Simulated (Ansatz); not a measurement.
**Energy profile**

The step: SiPH₇O ([OH][SiH2][PH4]) → SiPH₅O ([OH][SiH2][PH2]) + H₂; bonds formed: H2–H6; bonds broken: H2–P7, H6–P7 (atoms numbered as in the saddle structure below).

```xyz
10
angstrom
Si -0.0117 -0.6993 1.0187
H 1.1423 1.3129 -0.5620
H 0.4839 -2.0749 0.7635
H -1.2665 -0.7591 1.8071
O 1.0410 0.3759 1.5967
H -0.3200 1.5178 -0.8848
P -0.6475 0.1251 -1.0148
H 1.3251 0.9250 0.7826
H 0.1384 -0.1978 -2.1229
H -1.8851 -0.5255 -1.3841
```

Electronic energies by CCSD(T) at an estimated basis limit (MP2 extrapolated from triple and quadruple zeta, plus CCSD(T) − MP2 in triple zeta), on PBE0-D4/def2-TZVP structures; SiPH7O, closed shell; no counterpoise correction. Computed with Ansatz 0.2.0 (basis: def2-TZVPP and def2-QZVPP); correlated methods freeze the cores. Extrapolation: Hartree–Fock as exp(−7.88 √X), correlation as X^−2.97.

(1) Give the profile in kcal/mol, counted from the start structure. (To be estimated.)

The T1 diagnostic stays at or below 0.019.

Results:

(1) Computed:
| point | kcal/mol |
| --- | --- |
| start structure | 0.00 |
| saddle | 26.93 |
| end structure | -40.59 |
| separated: SiPH5O (linked as [OH][SiH2][PH2]; Si1, H3, H4, O5, P7, H8, H9, H10; singlet) + H2 (H2, H6; singlet) | -39.64 |

For scale, one of the runs: CCSD(T)/def2-TZVPP, 213 basis functions, launched by `ansatz run in.yaml --threads 4 --pin off --events-out ev --progress --plain --max-ram 9574MiB`. Hardware: 4 CPU threads of an Arm Neoverse V1, shared host. Wall time 42 s; peak host memory 2.9 GiB.
